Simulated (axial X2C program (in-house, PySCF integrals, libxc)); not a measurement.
IrF⁻: the levels of the configuration d7 s2 p(π)0

Computed with an in-house all-electron X2C program for linear molecules (integrals from PySCF): two-component X2C with atomic mean-field Coulomb and Gaunt terms, basis Ir dyall-v3z, F dyall-av3z (cores contracted in-house). Orbitals come from Hartree–Fock averaged over the configuration Ir d7 s2 p(π)0; CI then distributes these electrons over the d, s, p(π) shells of Ir.

R = 2.138 Å (near the minimum of the configuration average).

Active spinors (ω > 0):

```tsv
shell	ω	ε (eV)	character
d	3/2	-3.18	100% Ir d
d	1/2	-2.15	87% Ir d, 8% Ir s
d	5/2	-2.05	100% Ir d
d	3/2	-1.65	97% Ir d
d	1/2	-0.45	70% Ir d, 12% Ir p, 11% Ir s
p(π)	3/2	7.39	92% Ir p, 4% F p
p(π)	1/2	7.42	91% Ir p, 4% F p
```

Filled shells are left out: they mix freely with the closed shells.

Lowest levels of this model:

```json
{"Ω": "9/2", "energy (cm⁻¹)": "0", "g∥": "11.88", "configuration": "95% d7 s2"}
{"Ω": "1/2", "energy (cm⁻¹)": "1872", "g∥": "1.60", "configuration": "95% d7 s2"}
{"Ω": "3/2", "energy (cm⁻¹)": "2177", "g∥": "4.49", "configuration": "94% d7 s2"}
{"Ω": "7/2", "energy (cm⁻¹)": "2179", "g∥": "8.27", "configuration": "95% d7 s2"}
{"Ω": "5/2", "energy (cm⁻¹)": "2587", "g∥": "6.22", "configuration": "94% d7 s2"}
{"Ω": "3/2", "energy (cm⁻¹)": "6822", "g∥": "3.67", "configuration": "94% d7 s2"}
{"Ω": "5/2", "energy (cm⁻¹)": "6893", "g∥": "5.59", "configuration": "94% d7 s2"}
{"Ω": "1/2", "energy (cm⁻¹)": "7256", "g∥": "0.91", "configuration": "94% d7 s2"}
{"Ω": "3/2", "energy (cm⁻¹)": "7635", "g∥": "2.35", "configuration": "93% d7 s2"}
{"Ω": "7/2", "energy (cm⁻¹)": "9453", "g∥": "9.20", "configuration": "94% d7 s2"}
{"Ω": "1/2", "energy (cm⁻¹)": "10340", "g∥": "3.09", "configuration": "92% d7 s2"}
{"Ω": "5/2", "energy (cm⁻¹)": "11123", "g∥": "6.01", "configuration": "91% d7 s2"}
{"Ω": "1/2", "energy (cm⁻¹)": "11886", "g∥": "0.54", "configuration": "92% d7 s2"}
{"Ω": "5/2", "energy (cm⁻¹)": "12811", "g∥": "6.06", "configuration": "90% d7 s2"}
{"Ω": "3/2", "energy (cm⁻¹)": "13119", "g∥": "4.19", "configuration": "90% d7 s2"}
{"Ω": "7/2", "energy (cm⁻¹)": "14554", "g∥": "8.39", "configuration": "93% d7 s2"}
{"Ω": "7/2", "energy (cm⁻¹)": "19983", "g∥": "9.16", "configuration": "47% d7 s2 + 44% d8 s1"}
{"Ω": "9/2", "energy (cm⁻¹)": "20160", "g∥": "10.21", "configuration": "92% d7 s2"}
{"Ω": "9/2", "energy (cm⁻¹)": "22286", "g∥": "13.61", "configuration": "73% d7 s1 p(π)1 + 20% d6 s2 p(π)1"}
{"Ω": "9/2", "energy (cm⁻¹)": "24722", "g∥": "10.89", "configuration": "62% d7 s2 + 14% d8 s1"}
```

g∥ is the magnitude of 2⟨Lz + ge Sz⟩ for the +Ω component.

(1) From Ω and g∥ of the lowest level, whose 2⟨Lz + ge Sz⟩ is positive, find ⟨Sz⟩ and ⟨Lz⟩ (ge = 2.0023).

Occupations of the active spinors in the lowest level by ω, shell by shell in order of energy: -5/2: 0.00; -3/2: 0.96 0.03 0.01; -1/2: 0.99 0.01 0.96 0.02; 1/2: 0.99 1.00 0.97 0.03; 3/2: 1.00 1.00 0.02; 5/2: 1.00. The leading determinant has weight 0.92 among 463.

This point took 6.8 s on 1 thread of Intel(R) Xeon(R) Processor @ 2.70GHz, with other jobs on the host.

There is no dynamic correlation: spin–orbit spacings and, for f shells, spacings inside one term are the most reliable numbers, splittings between terms come out too wide, and energies between configurations are not reliable, so the lowest level need not be the ground state of the molecule. For d shells the ligand-field splittings (σ, π, δ) and their order can be off by a thousand cm⁻¹ or more. At most 4 roots were kept for each Ω > 0 (twice that for Ω = 0) within 3.2 eV of the lowest, so higher up levels can be missing between those listed; levels with Ω > 0 are doubly degenerate and listed once, Ω = 0 levels singly. Some active spinors are only partly of the character that their shell is named for, so the shell names and counts are nominal. States that fill the shells left empty in the average are placed too high. For an anion, levels above electron detachment are held by the basis set.

Answers

(1) Ω = ⟨Lz⟩ + ⟨Sz⟩ = 9/2 and ⟨Lz⟩ + ge⟨Sz⟩ = 5.940, so ⟨Sz⟩ = 1.44 and ⟨Lz⟩ = 3.06.
